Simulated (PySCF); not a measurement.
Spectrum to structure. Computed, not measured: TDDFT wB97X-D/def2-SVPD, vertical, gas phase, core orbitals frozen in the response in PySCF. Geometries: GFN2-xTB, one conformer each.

```
state  λ (nm)       f
   S1   184.4   0.213
   S2   182.2   0.099
   S3   171.3  0.0090
   S4   165.9   0.014
   S5   162.7  0.0008
   S6   162.6   0.014
   S7   157.7  0.0022
   S8   155.9   0.012
```

Triplets computed (Tamm–Dancoff): 4.27, 6.09, 6.33 eV.

Orbital energies (eV): HOMO-3 -11.97, HOMO-2 -11.44, HOMO-1 -11.19, HOMO -10.19, LUMO 0.58, LUMO+1 1.54, LUMO+2 1.96.

Question: Which structure fits? All have the formula C4H6FNSi.
A. `C(/C=C/[Si@@H](F)N)#C`
B. `N#C/C=C/[C@H](F)[SiH3]`
C. `C/C([SiH3])=C(\F)C#N`
D. `N#C[SiH2]/C=C\CF`
E. `C#C/C=C\[Si@@H](N)F`

Answer: D. Its S1, at 6.72 eV, is the highest among the candidates; the nearest of the others has S1 at 5.96 eV. S1 is HOMO→LUMO (69%), HOMO-1→LUMO (23%). Löwdin shares by element: HOMO carbon 76% or more, silicon 5% (atoms not listed hold the other 19%); LUMO carbon 60% or more, silicon 16% (atoms not listed hold the other 24%). At the same level the other candidates give, for their lowest levels:
- `C#C/C=C\[Si@@H](N)F`: 239 nm (f 0.008); 226 nm (f 0.256); 220 nm (f 0.003); 199 nm (f 0.002); 180 nm (f 0.036); T1 3.42 eV; HOMO -9.31, LUMO 0.13 eV
- `C/C([SiH3])=C(\F)C#N`: 208 nm (f 0.377); 200 nm (f 0.006); 182 nm (f 0.003); 178 nm (f 0.004); 170 nm (f 0.001); T1 3.64 eV; HOMO -9.82, LUMO 0.00 eV
- `C#C/C=C/[Si@H](N)F`: 238 nm (f 0.000); 227 nm (f 0.402); 196 nm (f 0.007); 190 nm (f 0.001); 187 nm (f 0.007); T1 3.39 eV; HOMO -9.24, LUMO 0.13 eV
- `N#C/C=C/[C@H](F)[SiH3]`: 210 nm (f 0.583); 190 nm (f 0.001); 174 nm (f 0.002); 171 nm (f 0.016); 169 nm (f 0.005); T1 3.70 eV; HOMO -9.66, LUMO 0.07 eV

Shape of the structure used: `[N:1]#[C:2][SiH2:3]/[CH:4]=[CH:5]\[CH2:6][F:7]`: C2–Si3–C4–C5 -56°, C4–C5–C6–F7 -17°.
